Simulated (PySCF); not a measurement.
BP86 on Li⁻ (lithium, charge -1), [He] 2s2, closed-shell 1S. All numbers are calculated (PySCF 2.14, the spin-free X2C one-electron Hamiltonian (Gaussian nucleus), in aug-cc-pVTZ-DK).

```
cycle= 1 E= -7.50362934245651  delta_E= -0.000624  |g|= 0.00803  |ddm|= 0.298
cycle= 2 E= -7.5034372115688  delta_E= 0.000192  |g|= 0.0105  |ddm|= 0.229
cycle= 3 E= -7.50407577397814  delta_E= -0.000639  |g|= 0.000396  |ddm|= 0.121
cycle= 4 E= -7.50407632439102  delta_E= -5.5e-07  |g|= 6.35e-05  |ddm|= 0.00373
cycle= 5 E= -7.50407634257248  delta_E= -1.82e-08  |g|= 7.9e-06  |ddm|= 0.00117
cycle= 6 E= -7.50407634320902  delta_E= -6.37e-10  |g|= 8.96e-07  |ddm|= 0.000204
converged SCF energy = -7.50407634320902  <S^2> = -3.1086245e-15  2S+1 = 1
```

Highest occupied orbital energy: 0.783 eV; ⟨L²⟩ = 0.00; populations by l: s 4.00, p 0.00, d 0.00, f 0.00.

(1) Can this result be used?

## Answers

(1) With care. The run converged. At BP86 the highest occupied level has a positive energy, so only the finite basis holds that electron; in a semilocal or global hybrid functional this comes from self-interaction and does not mean that the real anion is unbound.
